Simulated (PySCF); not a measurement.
C5H12SSi.
Numbering: `[CH3:1][C@@H:2]1[CH2:3][S:4][Si@@H:5]([CH3:6])[CH2:7]1`

Structure used (GFN2-xTB), in Å, numbered top down from 1:
```xyz
19
C5H12SSi angstrom
C     -2.415    0.656    0.218
C     -1.044    0.227   -0.298
C     -1.089   -1.211   -0.798
S      0.565   -1.732   -1.374
Si     1.574   -0.602    0.157
C      2.925    0.496   -0.588
C      0.036    0.339    0.780
H     -2.725    0.021    1.046
H     -2.381    1.686    0.568
H     -3.162    0.585   -0.570
H     -0.766    0.868   -1.142
H     -1.392   -1.892   -0.002
H     -1.765   -1.328   -1.643
H      2.099   -1.522    1.170
H      3.661   -0.108   -1.109
H      3.440    1.051    0.189
H      2.520    1.209   -1.301
H      0.239    1.385    1.003
H     -0.331   -0.118    1.701
```

Probes without a nucleus sit at each ring's centroid and 1 Å off its mean plane on both sides; NICS is minus the shielding there, NICSzz its component along the normal. Level: GIAO PBE0/pcSseg-1 (PySCF, non-relativistic, gas phase) on the GFN2-xTB geometry, one conformer.

Ring bond lengths (Å), with Mayer bond orders in brackets: C2–C3 1.522 (0.99), C3–S4 1.827 (1.00), S4–Si5 2.153 (0.97), Si5–C7 1.907 (0.89), C7–C2 1.530 (1.01).

Problem. Give the NICS values of each ring in ppm.

Solution. 
| ring | type | NICS(0) | NICS(1), two faces | NICS(1)zz, two faces | rms pucker (Å) | centre to ring atoms, mean (Å) |
| --- | --- | --- | --- | --- | --- | --- |
| C2–C3–S4–Si5–C7 | 5-membered ring with S and Si; formal bonds all single | -6.8 | -4.3 / -4.5 | -2.2 / -1.4 | 0.21 | 1.48 |

Problem. What do they say, and how far can they be read as aromaticity?

Solution. 
- C2–C3–S4–Si5–C7: mean NICS(1)zz -1.8 ppm, near zero. C2, C3, Si5, C7 have four or more neighbours, and the NICS criterion for π rings isn't applied.

Problem. At the second NICS(1) probe listed for ring C2–C3–S4–Si5–C7, 1 Å off the ring, what do the in-plane components average?

Solution. The isotropic value is a third of the trace: (3 × -4.5 − (-1.4))/2 = -6.0 ppm.

Problem. What are the shieldings of the ring atoms and their hydrogens in the same run (means over atoms taken as equivalent)?

Solution. 
| atoms | environment | σ isotropic (ppm) | principal values of the symmetric part, first atom (ppm) |
| --- | --- | --- | --- |
| C2 | sp3 CH carbon | 145.3 | 128.0, 141.2, 166.7 |
| C3 | sp3 carbon bound to sulfur | 141.1 | 102.3, 150.7, 170.3 |
| S4 | sulfur bonded to C and Si | 641.7 | 497.7, 581.7, 845.6 |
| Si5 | SiH silicon | 333.6 | 281.6, 341.6, 377.5 |
| C7 | sp3 carbon bound to silicon | 161.2 | 140.4, 157.0, 186.3 |
| H11 | methine hydrogen | 30.01 | 26.1, 29.2, 34.7 |
| H12 | methylene hydrogen | 29.41 | 23.4, 28.9, 35.9 |
| H13 | methylene hydrogen | 29.00 | 22.4, 28.4, 36.2 |
| H14 | Si–H hydrogen | 26.51 | 22.7, 24.1, 32.7 |
| H18 | methylene hydrogen | 30.71 | 26.1, 28.9, 37.1 |
| H19 | methylene hydrogen | 31.19 | 26.6, 29.8, 37.2 |

On an Arm Neoverse N1 with one thread, no GPU, shared host, this took 54 s of wall time and 0.86 GiB of memory at its peak. This is the whole shielding run at PBE0/pcSseg-1, SCF included.
